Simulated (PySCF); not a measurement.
C₂H₇NOSi₂.

```xyz
13

N      1.5094     1.5243    -0.4970
Si     0.6740     0.1253     0.0330
O      1.8205    -0.6753     0.9532
C     -0.2302    -1.0263    -1.1751
C     -1.5382    -0.9250    -0.8182
Si    -1.6001     0.3047     0.6309
H      1.0408     2.3502    -0.8480
H      2.5076     1.5202    -0.6775
H      1.6378    -1.6083     1.1145
H      0.1112    -1.6645    -2.0031
H     -2.3419    -1.4735    -1.3283
H     -2.3787     1.5529     0.3482
H     -2.1311    -0.2576     1.9126
```
Charge 0, spin multiplicity 1.

The structure is a stationary point at B3LYP-D3(BJ)/def2-SVP. The structure was generated by enumeration; whether it is a known compound was not checked. The values are those of a single conformer.

All values below come from PySCF with PBE0/pcSseg-1. Non-relativistic, no solvent.

Q: Give the absolute GIAO shielding of each atom: isotropic value and principal components (ppm). (Estimate from the structure and the level; the computed values follow.)

A: 
| atom | σ(iso) | σ11 | σ22 | σ33 | span |
|---|---|---|---|---|---|
| N1 | 236.7 | 196.8 | 249.4 | 264.0 | 67.1 |
| Si2 | 352.4 | 313.7 | 351.2 | 392.2 | 78.6 |
| O3 | 282.3 | 252.4 | 280.9 | 313.4 | 61.0 |
| C4 | -1.0 | -101.6 | -27.9 | 126.4 | 228.0 |
| C5 | 13.0 | -111.5 | -24.5 | 174.9 | 286.4 |
| Si6 | 382.0 | 292.2 | 381.2 | 472.6 | 180.4 |
| H7 | 30.5 | 23.5 | 27.1 | 41.1 | 17.6 |
| H8 | 30.0 | 22.9 | 26.0 | 41.2 | 18.3 |
| H9 | 30.2 | 22.5 | 25.7 | 42.5 | 20.0 |
| H10 | 23.6 | 21.7 | 24.3 | 25.0 | 3.3 |
| H11 | 23.3 | 20.5 | 24.5 | 25.0 | 4.5 |
| H12 | 26.6 | 23.9 | 24.8 | 30.9 | 6.9 |
| H13 | 26.5 | 23.8 | 24.7 | 31.0 | 7.2 |
